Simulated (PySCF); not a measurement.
CdClH3OSi, SMILES [SiH3][O][Cd][Cl].

Geometry optimised at PBE0-D3(BJ)/def2-SVP. The def2 effective core potentials stand for the cores of Cd; spin–orbit coupling is left out. The values are those of a single conformer.

Calculation: PBE/def2-TZVPD (PySCF).

Symmetry labels are those of the subgroup Cs that the program uses (full group Cs).

Computed valence orbital energies around the gap with their symmetry:
| orbital | symmetry | energy (eV) |
|---|---|---|
| HOMO−7 | A' | -9.82 |
| HOMO−6 | A' | -9.20 |
| HOMO−5 | A' | -8.95 |
| HOMO−4 | A" | -8.88 |
| HOMO−3 | A" | -7.76 |
| HOMO−2 | A' | -7.76 |
| HOMO−1 | A' | -7.21 |
| HOMO | A" | -6.95 |
| LUMO | A' | -3.11 |
| LUMO+1 | A' | -1.33 |
| LUMO+2 | A" | -1.23 |
| LUMO+3 | A' | -0.31 |
